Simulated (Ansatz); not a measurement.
The lowest singlet and triplet of AlH (SMILES [AlH]); geometries from B3LYP-D3(BJ)/def2-TZVP, each state relaxed from the structure named, with no frequency check.
Singlet at the triplet's geometry (charge 0, multiplicity 1):
```xyz
2

Al     0.000     0.000    -0.115
H      0.000     0.000     1.491
```

A positive gap puts the triplet lower; no zero-point energy. R- takes a restricted singlet. U- takes an unrestricted singlet (broken symmetry where lower, unprojected). The triplet is unrestricted in single-reference levels. Active spaces average the two states.

Correlated levels freeze the cores.

Run with Ansatz (Gaussian basis) for Hartree–Fock, density functionals and correlated methods. Values without a source in brackets are computed.

| level | gap E(singlet) − E(triplet), vertical, at the triplet's geometry (eV) |
|---|---|
| R-HF/cc-pV(T+d)Z | -1.158 |
| R-B3LYP/def2-TZVPP | -1.879 |
| R-PBE0/def2-TZVPP | -1.646 |
| U-wB97X-V/def2-TZVPP | -1.912 |
| R-MP2/cc-pV(D+d)Z | -1.641 |
| R-MP2/cc-pV(Q+d)Z | … |
| U-CCSD(T)/cc-pV(D+d)Z (spin-contaminated) | -1.844 |
| SA-CASSCF(4,5)/cc-pV(T+d)Z | -1.857 |
| FIC-MRCISD+Q on SA-CASSCF(4,5)/cc-pV(T+d)Z | -1.854 |

### Question
Complete the blanks.

### Answer

- R-MP2/cc-pV(Q+d)Z, gap E(singlet) − E(triplet), vertical, at the triplet's geometry (eV): -1.726

Doubts at one or more of the structures used: a restricted determinant that unrestricted orbitals would lower (R-HF/cc-pV(T+d)Z, R-MP2/cc-pV(D+d)Z, R-MP2/cc-pV(Q+d)Z); T1 above 0.05 (U-CCSD(T)/cc-pV(D+d)Z (spin-contaminated)).

Ansatz is a program for electronic structure.
